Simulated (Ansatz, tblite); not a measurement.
Cost and result up the ladder for the cluster AlAs₂⁻ (the lowest singlet isomer of a short search) (3 atoms). Total charge -1; singlet. Geometry: PBE-D4/def2-TZVPD.

Cartesian coordinates in Å:
```
Al 1.286 -0.106 -0.800
As -1.230 0.253 -0.569
As -0.056 -0.147 1.369
```

Ansatz on 4 threads of Arm Neoverse V1 on a shared host; xTB runs through tblite on one thread. Times are rough, summed over both states, and most runs start from the orbitals of an earlier one. RPA@PBE/def2-TZVPD serves as the yardstick here, not as an exact answer. The other state is a triplet at its own geometry.

The xTB rows come from tblite. HSE06 is defined as in plane-wave codes, on full-range PBE exchange. Correlated methods freeze 23 core orbitals; core or outer-core shells of As are correlated, in sets that lack core-valence functions. At PBE0-D4/def2-TZVPD a singlet of charge -1 lies 0.50 eV below the triplet, each at its own geometry. The structure comes from a short search, and lower isomers may exist.

Run but left out: HF/STO-3G (singlet: restricted singlet, unstable in another Hartree–Fock run and untested here); HF/def2-TZVPD, HF/def2-TZVPPD (singlet: restricted singlet, unstable towards broken spin symmetry).

Correlated methods converge slowly with the basis.

xTB has no spin-polarisation term.

```json
{"level": "PBE0-D4/def2-TZVPD", "functions": "151", "triplet − singlet (eV)": "0.50", "difference from RPA@PBE/def2-TZVPD (eV)": "-0.12", "remarks": "–"}
{"level": "GFN2-xTB", "functions": "27", "triplet − singlet (eV)": "0.62", "difference from RPA@PBE/def2-TZVPD (eV)": "-0.01", "remarks": "–"}
{"level": "CAM-B3LYP-D4/def2-TZVPD", "functions": "151", "triplet − singlet (eV)": "0.52", "difference from RPA@PBE/def2-TZVPD (eV)": "-0.11", "remarks": "–"}
{"level": "r2SCAN-D4/def2-TZVPD (with forces)", "functions": "151", "triplet − singlet (eV)": "0.43", "difference from RPA@PBE/def2-TZVPD (eV)": "-0.19", "remarks": "HOMO above zero (singlet), HOMO above zero (triplet)"}
{"level": "HSE06-D4/def2-TZVPD", "functions": "151", "triplet − singlet (eV)": "0.50", "difference from RPA@PBE/def2-TZVPD (eV)": "-0.12", "remarks": "HOMO above zero (triplet)"}
{"level": "MP2/def2-TZVPD", "functions": "151", "triplet − singlet (eV)": "0.76", "difference from RPA@PBE/def2-TZVPD (eV)": "0.14", "remarks": "restricted SCF unstable (singlet)"}
{"level": "BLYP-D4/def2-TZVPD", "functions": "151", "triplet − singlet (eV)": "0.57", "difference from RPA@PBE/def2-TZVPD (eV)": "-0.05", "remarks": "HOMO above zero (singlet), HOMO above zero (triplet)"}
{"level": "LDA (SPW92)/def2-TZVPD", "functions": "151", "triplet − singlet (eV)": "0.67", "difference from RPA@PBE/def2-TZVPD (eV)": "0.05", "remarks": "HOMO above zero (singlet), HOMO above zero (triplet)"}
{"level": "CCSD(T)/def2-TZVPPD", "functions": "156", "triplet − singlet (eV)": "0.65", "difference from RPA@PBE/def2-TZVPD (eV)": "0.03", "remarks": "restricted SCF unstable (singlet)"}
{"level": "GFN1-xTB", "functions": "27", "triplet − singlet (eV)": "0.82", "difference from RPA@PBE/def2-TZVPD (eV)": "0.19", "remarks": "–"}
{"level": "RPA@PBE/def2-TZVPD", "functions": "151", "triplet − singlet (eV)": "0.62", "difference from RPA@PBE/def2-TZVPD (eV)": "0.00", "remarks": "–"}
{"level": "PBE-D4/def2-TZVPD", "functions": "151", "triplet − singlet (eV)": "0.55", "difference from RPA@PBE/def2-TZVPD (eV)": "-0.07", "remarks": "HOMO above zero (singlet), HOMO above zero (triplet)"}
```

**Question.** Estimate how long each takes.

**Answer.** GFN1-xTB 0.006 s; GFN2-xTB 0.013 s; LDA (SPW92)/def2-TZVPD 2.3 s; PBE-D4/def2-TZVPD 4.2 s; BLYP-D4/def2-TZVPD 4.6 s; RPA@PBE/def2-TZVPD 6.2 s; HSE06-D4/def2-TZVPD 6.8 s; PBE0-D4/def2-TZVPD 7 s; MP2/def2-TZVPD 11 s; r2SCAN-D4/def2-TZVPD (with forces) 12 s; CAM-B3LYP-D4/def2-TZVPD 14 s; CCSD(T)/def2-TZVPPD 59 s. On shared hardware such times vary by a factor of up to 3.
